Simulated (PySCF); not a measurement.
**`[C@@H]1(C)[C@H](C#C)CCC1`, C8H12**

Molfile (atoms numbered from 1):
```
C8H12
     RDKit          3D

 20 20  0  0  0  0  0  0  0  0999 V2000
    2.1218    1.7899   -0.0868 C   0  0  0  0  0  0  0  0  0  0  0  0
    1.1554    1.2420    0.3586 C   0  0  0  0  0  0  0  0  0  0  0  0
   -0.0054    0.5644    0.9022 C   0  0  2  0  0  0  0  0  0  0  0  0
    0.3953   -0.7745    1.5390 C   0  0  0  0  0  0  0  0  0  0  0  0
    0.4785   -1.7615    0.3636 C   0  0  0  0  0  0  0  0  0  0  0  0
   -0.2808   -1.1031   -0.8020 C   0  0  0  0  0  0  0  0  0  0  0  0
   -0.9789    0.1243   -0.2069 C   0  0  2  0  0  0  0  0  0  0  0  0
   -1.2909    1.2019   -1.2338 C   0  0  0  0  0  0  0  0  0  0  0  0
    2.9658    2.2766   -0.4757 H   0  0  0  0  0  0  0  0  0  0  0  0
   -0.4885    1.2302    1.6245 H   0  0  0  0  0  0  0  0  0  0  0  0
   -0.3824   -1.0822    2.2403 H   0  0  0  0  0  0  0  0  0  0  0  0
    1.3364   -0.7008    2.0829 H   0  0  0  0  0  0  0  0  0  0  0  0
    1.5174   -1.9394    0.0872 H   0  0  0  0  0  0  0  0  0  0  0  0
    0.0392   -2.7216    0.6346 H   0  0  0  0  0  0  0  0  0  0  0  0
   -0.9919   -1.7848   -1.2674 H   0  0  0  0  0  0  0  0  0  0  0  0
    0.4223   -0.7745   -1.5685 H   0  0  0  0  0  0  0  0  0  0  0  0
   -1.9112   -0.1892    0.2755 H   0  0  0  0  0  0  0  0  0  0  0  0
   -0.3769    1.5451   -1.7131 H   0  0  0  0  0  0  0  0  0  0  0  0
   -1.9601    0.8119   -1.9978 H   0  0  0  0  0  0  0  0  0  0  0  0
   -1.7704    2.0558   -0.7595 H   0  0  0  0  0  0  0  0  0  0  0  0
  1  2  3  0
  2  3  1  0
  3  4  1  0
  4  5  1  0
  5  6  1  0
  6  7  1  0
  7  8  1  0
  7  3  1  0
  1  9  1  0
  3 10  1  1
  4 11  1  0
  4 12  1  0
  5 13  1  0
  5 14  1  0
  6 15  1  0
  6 16  1  0
  7 17  1  1
  8 18  1  0
  8 19  1  0
  8 20  1  0
M  END
```

Computed, not measured: PySCF, TDDFT LC-wPBE/def2-SVPD circular dichroism and optical rotation, one conformer, gas phase. Geometry: GFN2-xTB.

Singlets 2 and 3 lie within 0.01 eV of each other, so their separate moments and overlaps can depend on how they mix.

Task: Draw the ECD and absorption spectra from the lowest 16 states, each a Gaussian of half-width 0.3 eV at 1/e height.

Result: 
| E (eV) | λ (nm) | Δε (L mol⁻¹ cm⁻¹) | ε (L mol⁻¹ cm⁻¹) |
| --- | --- | --- | --- |
| 6.22 | 199 | 0.00 | 0.119 |
| 6.32 | 196 | +0.01 | 0.487 |
| 6.42 | 193 | +0.01 | 1.83 |
| 6.52 | 190 | +0.03 | 6.1 |
| 6.62 | 187 | +0.05 | 17.3 |
| 6.72 | 185 | +0.09 | 40.5 |
| 6.82 | 182 | +0.14 | 77.3 |
| 6.92 | 179 | +0.20 | 119 |
| 7.02 | 177 | +0.24 | 147 |
| 7.12 | 174 | +0.23 | 146 |
| 7.22 | 172 | +0.18 | 116 |
| 7.32 | 169 | +0.12 | 74.2 |
| 7.42 | 167 | +0.06 | 38.7 |
| 7.52 | 165 | +0.02 | 20.7 |
| 7.62 | 163 | -0.01 | 32.1 |
| 7.72 | 161 | -0.05 | 113 |
| 7.82 | 159 | -0.14 | 368 |
| 7.92 | 157 | -0.23 | 974 |
| 8.02 | 155 | -0.18 | 2070 |
| 8.12 | 153 | +0.21 | 3520 |
| 8.22 | 151 | +0.99 | 4800 |
| 8.32 | 149 | +1.83 | 5270 |
| 8.42 | 147 | +2.05 | 4680 |
| 8.52 | 146 | +0.94 | 3530 |
| 8.62 | 144 | -2.28 | 2740 |
| 8.72 | 142 | -8.45 | 3140 |
| 8.82 | 141 | -17.62 | 5020 |
| 8.92 | 139 | -27.45 | 7930 |
| 9.02 | 138 | -33.11 | 10800 |
| 9.12 | 136 | -30.46 | 12600 |
| 9.22 | 135 | -19.84 | 13500 |
| 9.32 | 133 | -6.16 | 14200 |
| 9.42 | 132 | +4.78 | 15100 |
| 9.52 | 130 | +9.48 | 15500 |
| 9.62 | 129 | +7.59 | 14500 |
| 9.72 | 128 | +1.35 | 12000 |

Δε uses R in velocity form, ε uses f in length form. Only the states computed contribute, so the short-wavelength end is incomplete.
